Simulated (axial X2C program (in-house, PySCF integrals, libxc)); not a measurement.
# Correcting the dissociation energy of GaAs for spin–orbit coupling

A spin-free PBE0 curve (one-electron X2C) was computed with an axial X2C code built on PySCF integrals, basis As dyall-cv3z [9s9p6d4f1g], Ga dyall-cv3z [9s9p7d4f1g] (cores contracted in-house), for the state M_S = 1, Λ = 0 (beyond evenly filled blocks: π+α, π-α). It gives D0 = 1.970 eV to As + Ga, which in a spin-free picture are the weighted means of the ground terms.

Measured levels of the ground terms (NIST Handbook of Basic Atomic Spectroscopic Data), in cm⁻¹: As 4S: J = 3/2 at 0; Ga 2P: J = 1/2 at 0, J = 3/2 at 826.2.

The molecular state has Λ = 0, so it has no first-order lowering.

How far does each ground level lie under the (2J+1)-weighted mean of its term?

As: a single level, 0; Ga: (2 × 0 + 4 × 826.2)/6 = 551 cm⁻¹.

Correct D0.

D0 = 1.970 + (0 − 551)/8065.5 = 1.902 eV at PBE0 with these spin–orbit terms.

Second-order spin–orbit effects in the molecule, which grow quickly with Z, are left out. The state is a single determinant with fixed occupations, the lowest that a limited PBE0 search found. De is counted from the lowest determinant-based energies of the atoms at the same level, without counterpoise correction. Other states lie close and PBE0, whose exact exchange favours high spin, may order them wrongly; the determinant shown need not be the ground state. The nearest other spin-free determinant of the search, M_S = 1, Λ = 1, lies 0.37 eV up at the distance of the search.
